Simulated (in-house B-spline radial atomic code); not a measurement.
BSE on G0W0@HF excitations of Mo VII (Mo6+)

Method: BSE on G0W0@HF. Computed with an all-electron radial atomic-structure program (B-spline basis): linear response of the closed shell [Ar] 3d10 4s2 4p6 with a statically screened interaction on G0W0 levels; scalar-relativistic (spin-free one-electron X2C), finite nucleus, no spin-orbit coupling, no double excitations, S, P, D and F terms only; shells from n = 2 respond. Only terms of natural parity with L up to 3 were computed.

Command:
```bash
python run_td.py task.json out
```
Settings (radii: box in bohr, nucleus in fm):
```
Z                        42
electrons                36
configuration            [Ar] 3d10 4s2 4p6
hamiltonian              x2c
method                   bse
box_radius               14.35
rms_radius               4.4091
intervals                70
```

Time taken, with all properties: 1.5 s on 1 thread of AMD EPYC 9R14 (Zen 4), on a shared host.

The lowest states, in the order of their Tamm-Dancoff energies; the method's threshold (minus the highest G0W0 level) is 127.01 eV. Labels give the largest channel, * marks a mixed state, and oscillator strengths are full-response dipole values. Energies in eV:

```csv
state,full response,Tamm-Dancoff,oscillator strength
4p → 4d 3P,38.62,38.70,-
4p → 4d 3F,?,?,-
4p → 4d 1F,42.58,42.62,-
4p → 4d 1P,51.75,53.68,5.58
4p → 5s 3P,60.44,60.45,-
4p → 5s 1P,61.31,61.34,0.573
4p → 5p 3S,68.22,68.25,-
4s → 4d 3D,?,?,-
4p → 5p 3D,69.53,69.54,-
4p → 5p 1D,69.99,70.00,-
```

(1) Where does 4p → 4d 3F lie?

(2) Where does 4s → 4d 3D lie?

(3) How large is the singlet-triplet splitting of 4p → 4d (F terms) in Tamm-Dancoff?

(4) What polarisabilities and dispersion coefficient does the method give?

## Answers

(1) At 39.50 eV in full response, 39.67 eV in Tamm-Dancoff.

(2) At 68.44 eV in full response, 68.49 eV in Tamm-Dancoff.

(3) 2.94 eV, from the unrounded values.

(4) Dipole 1.766 bohr³, quadrupole 2.491 bohr⁵, C6 4.876 hartree·bohr⁶ for two such species.
